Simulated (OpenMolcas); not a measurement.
## Ar VII: effect of the active space

```yaml
Program: OpenMolcas
Method: CASSCF or its RAS form
Basis: ANO-RCC-VTZP
Scalar_Hamiltonian: DKH2, point nucleus
Spin-orbit_coupling: RASSI with atomic mean-field integrals over the reference wave functions, term energies averaged over their components
```

A. 2 electrons in 4 orbitals (3s 3p); 2S+1 = 3 even, 3 roots; 2S+1 = 1 even, 7 roots (6 in the spin-orbit step); 2S+1 = 3 odd, 3 roots; 2S+1 = 1 odd, 3 roots; cost of the order of 11 core-seconds
B. 2 electrons in 8 orbitals (3s 3p 4s 4p); 2S+1 = 3 even, 3 roots; 2S+1 = 1 even, 6 roots; 2S+1 = 3 odd, 3 roots; 2S+1 = 1 odd, 3 roots; cost about 21 core-seconds
C. 2 electrons in 9 orbitals (RAS2 3s 3p; RAS3 3d, at most 2 electrons); 2S+1 = 3 even, 3 roots; 2S+1 = 1 even, 7 roots; 2S+1 = 3 odd, 3 roots; 2S+1 = 1 odd, 3 roots; cost of the order of 26 core-seconds

Energies in cm-1 above 3s2 1S0, the measured ground level; measured values from Saloman, J. Phys. Chem. Ref. Data 39, 033101 (2010).

```csv
Level,A,B,C,Measured
3s2 1S0,0.0,0.0,0.0,0.0
3s 3p 3P* 0,112959,113430,111783,113101
3s 3p 3P* 1,113724,114195,112541,113906
3s 3p 3P* 2,115300,115771,114112,115590
3s 3p 1P* 1,186980,186979,173963,170722
```

Deviations, from unrounded energies. A percentage is the sum of absolute deviations over the sum of measured energies, with the sign that they share, or ± where signs differ.

```csv
Against measurement,Levels,A,B,C
mean absolute deviation (cm-1),4,4200,4300,1900
other configurations (%),4,±3.3,+3.3,±1.4
```

C lies closest to measurement on these levels and B furthest from it. The largest miss of C in the table is 3s 3p 1P* 1, by +3200 cm-1. The ranking rests on the paired levels alone, and a cruder setting can come out closer through cancelling errors.

Among A to C the level of the table that moves most is 3s 3p 1P* 1, by 13000 cm-1 (lowest in C, highest in A).

Active for correlation alone: 4p 4s; no level in the range computed is led by a configuration that fills them, so any true level of that kind is missing (holds for B). Active for correlation alone: 3d; no level in the range computed is led by a configuration that fills it, so any true level of that kind is missing (holds for C). Computed and measured levels are paired by configuration, term and J; levels that our copy of the source lacks, or whose pairing is in doubt (as where it misses far off the trend of its configuration), stay unpaired and out of the deviations. Only configurations of the active space appear. Levels that lie high or do not pair safely by name in every column are left out.

* marks odd parity.
